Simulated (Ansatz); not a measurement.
Consider the ligand exchange at a B–C bond: `B[C](=C)[AlH2]` + `F[SiH2]N[SiH3]` → `BN([SiH3])[SiH2]F` + `C=[CH][AlH2]`.

Gas-phase electronic energies from Ansatz, PBE0-D4/def2-TZVP geometries. CCSD(T)/CBS adds triple-zeta CCSD(T) − MP2 to the extrapolated MP2 energy (def2 sets, frozen cores). This one scheme is used for every species. DFT in def2-TZVPP. B3LYP here is the variant with VWN-RPA as its local correlation; programs differ in this. Each species was taken in one conformer, which may not be the lowest.

`B[C](=C)[AlH2]`:

Z-matrix (Å, degrees):
```
B
C 1 1.544
H 1 1.202 2 119.3
H 1 1.199 2 122.1 3 180.0
C 2 1.350 1 116.5 3 -0.0
Al 2 1.951 1 125.8 3 180.0
H 5 1.092 2 121.6 1 0.0
H 5 1.091 2 123.2 1 -180.0
H 6 1.586 2 121.7 1 -0.0
H 6 1.591 2 117.4 1 180.0
```

`F[SiH2]N[SiH3]`:

Z-matrix (Å, degrees):
```
Si
N 1 1.706
F 1 1.601 2 112.6
H 1 1.478 2 108.8 3 117.8
H 1 1.480 2 109.3 3 -117.5
Si 2 1.733 1 128.1 3 -87.6
H 2 1.011 1 115.6 3 85.3
H 6 1.487 2 110.9 1 -127.0
H 6 1.487 2 112.0 1 112.6
H 6 1.483 2 106.7 1 -7.3
```

`BN([SiH3])[SiH2]F`:

```xyz
12

B     1.238   -0.547    0.958
N     0.186   -0.109    0.122
Si   -1.227    0.594    0.904
Si    0.305   -0.237   -1.601
F     0.536    1.213   -2.229
H     2.232   -1.016    0.483
H     1.118   -0.447    2.149
H    -2.170    1.012   -0.165
H    -0.830    1.772    1.709
H    -1.877   -0.413    1.777
H    -0.972   -0.737   -2.158
H     1.462   -1.084   -1.948
```

`C=[CH][AlH2]`:

Z-matrix (Å, degrees):
```
C
C 1 1.337
H 1 1.089 2 123.0
H 1 1.089 2 121.7 3 180.0
Al 2 1.938 1 119.6 3 -180.0
H 2 1.090 1 116.7 3 -0.0
H 5 1.588 2 122.1 1 179.9
H 5 1.588 2 116.8 1 -0.1
```

(1) Is it downhill or uphill in electronic energy at CCSD(T)/CBS, and by how much? (Best estimate.)

(2) What do these levels give: PBE-D4, ωB97X-V, ωB97M-V, B2PLYP, PBE, B3LYP, SCS-MP2/def2-TZVPP, CCSD(T)/def2-TZVPP, HF/def2-QZVPP, SCS-MP2/def2-QZVPP, HF/CBS(def2), MP2/CBS(def2)? (An estimate is asked.)

Largest T1 diagnostic among the species: 0.012.

## Answers

(1) Computed: Downhill: ΔE = -1.04 eV.

(2) Ansatz gave: PBE-D4 -1.02, ωB97X-V -1.03, ωB97M-V -1.05, B2PLYP -1.03, PBE -1.00, B3LYP -1.01, SCS-MP2/def2-TZVPP -1.04, CCSD(T)/def2-TZVPP -1.06, HF/def2-QZVPP -0.97, SCS-MP2/def2-QZVPP -1.03, HF/CBS(def2) -0.97, MP2/CBS(def2) -1.03 eV.

The D4 term adds −0.03 eV with B3LYP and −0.02 eV with PBE0; it sums over pairs of atoms, weighted by their polarisabilities, and B3LYP, whose exchange is more repulsive, gets the larger term. In def2-TZVPP, CCSD(T) changes the Hartree–Fock value by −0.08 eV (the triples alone add −0.01 eV) and MP2 by −0.07 eV.
